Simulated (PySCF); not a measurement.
C₉H₆F (doublet state).
Structure used (GFN2-xTB), in Å, numbered top down from 1:
```xyz
16
C9H6F angstrom
C      3.0404    1.0319    0.6655
C      1.9609    0.6450    0.3208
C      0.6668    0.1803   -0.0856
C      0.1082    0.6300   -1.4214
C     -1.1817    0.4250   -1.4862
C     -1.5635   -0.1778   -0.1142
C     -0.8846   -1.5304   -0.0427
C      0.4266   -1.3284   -0.0372
C     -0.5679    0.5991    0.7759
F     -0.7955    1.9417    0.8251
H      3.9862    1.3745    0.9619
H     -1.8862    0.5950   -2.2725
H     -2.6169   -0.1258    0.1425
H     -1.4183   -2.4613   -0.0328
H      1.2290   -2.0398   -0.0234
H     -0.5109    0.2499    1.8130
```

The hyperfine couplings belong to this conformer and change with its torsions.

Identity: `C#C[C@@]12[C]=C[C@@H](C=C1)[C@@H]2F` [radical].

Method used: UKS B3LYP, pcH-1 on C F H, non-relativistic, mean-field spin-orbit, GIAO in PySCF. Isolated species at its GFN2-xTB geometry, gas phase. The geometry wasn't refined by DFT: couplings that depend on bond lengths, twists or pyramidal angles can differ widely from those at the functional's own minimum. Stability of the SCF solution: not tested.

Task: Give the principal g shifts and their parts.

Result: 
| Δg (ppm) | 1 | 2 | 3 |
| --- | --- | --- | --- |
| relativistic mass correction | -163 | -163 | -163 |
| gauge correction | 23 | 25 | -15 |
| orbital Zeeman/spin–orbit | -439 | -21 | 706 |
| total | -579 | -158 | 528 |

So g = 2.00174, 2.00216, 2.00285 and g_iso = 2.00225; the tensor is rhombic: the two nearest values differ by 38 % of g3 − g1. Axes: g1 points within 14° of the C5–H12 bond.

Task: What are the electron Larmor frequencies g μB B/h along the three axes at 1200 mT?

Result: 33.6202, 33.6273, 33.6388 GHz for g1, g2 and g3, a range of 18.6 MHz.

Task: What effective moment and Curie constant follow for a powder?

Result: With the mean of g² = 4.0090 and S(S+1) = 0.75: μ_eff = √(⟨g²⟩S(S+1)) = 1.734 μB and χT = 0.12505·⟨g²⟩·S(S+1) = 0.376 cm³ K/mol (cgs; spin-Hamiltonian part alone).

Task: At 34.115 GHz, how far is the centre of the isotropic spectrum from where a free electron (g = 2.002319) resonates?

Result: B = hν/(g μB) with μB/h = 13.99624 MHz/mT gives 1217.31 mT for the free electron and 1217.35 mT at g_iso, 0.04 mT higher.

Task: In a frozen sample, at which fields do the three g values resonate at 9.5, 34, 94 and 263 GHz (hyperfine left aside), and which band first spreads them over more than twice a line width of 0.3 mT?

Result: 
| band | GHz | B(g3) mT | B(g2) mT | B(g1) mT | spread mT |
| --- | --- | --- | --- | --- | --- |
| X | 9.5 | 338.89 | 339.01 | 339.08 | 0.19 |
| Q | 34.0 | 1212.88 | 1213.30 | 1213.56 | 0.67 |
| W | 94.0 | 3353.27 | 3354.42 | 3355.12 | 1.85 |
| J | 263.0 | 9382.02 | 9385.24 | 9387.21 | 5.19 |

The spread grows in proportion to the frequency. Q band is the first where it exceeds 0.6 mT.

Largest spin populations (Mulliken): C4 (+1.01), C5 (-0.14) and C6 (+0.08). C4 is the only atom above +0.15.

The HOMO–LUMO gaps are 5.97 eV among the α and 3.75 eV among the β orbitals.
